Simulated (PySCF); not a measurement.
**A survey of ¹⁹F NMR shifts**

Theoretical values (PySCF 2.14.0 with density-fitted response routines): shieldings: GIAO PBE0/pcSseg-1, GFN2-xTB structure. One conformer, averaged over atoms made equivalent by symmetry, fast rotation or ring inversion, in vacuum, relativity neglected.

Shieldings were converted by a linear fit to measured shifts: ¹⁹F (scatter 6.0 ppm rms, 7.0 ppm with the 5 outliers that the fit left out vs CFCl3, solution or neat liquid, with a term for F on sp3 carbon). A few per cent of atoms miss by over 2 rms, more outside the fitted compound classes.

Q: Give the ¹⁹F shifts of `FCC1=C[C@@H]1F`, `FC1=CC[C@H]1F`.

A: 
```csv
compound,environment,δ (ppm)
[F:1][CH2:2][C:3]1=[CH:4][C@@H:5]1[F:6],F6: fluorine on an sp3 carbon,-151.8
[F:1][CH2:2][C:3]1=[CH:4][C@@H:5]1[F:6],F1: fluorine on an sp3 carbon,-228.4
[F:1][C:2]1=[CH:3][CH2:4][C@H:5]1[F:6],F1: vinylic fluorine,-91.2
[F:1][C:2]1=[CH:3][CH2:4][C@H:5]1[F:6],F6: fluorine on an sp3 carbon,-179.1
```

Q: Order these by ¹⁹F shift, lowest first.
A. C#C[C@](F)(C=C)[SiH2]O
B. Fc1c(Cl)sc2cc[nH]c12
C. O=S(=O)(C1CCC1)C(F)(F)F
D. C#CC[SiH2]O/C=C/F

A: A (-190.9 ppm, fluorine on an sp3 carbon), D (-181.7 ppm, vinylic fluorine), B (-151.5 ppm, aryl fluorine), C (-72.5 ppm, fluorine of an SCF3 group).
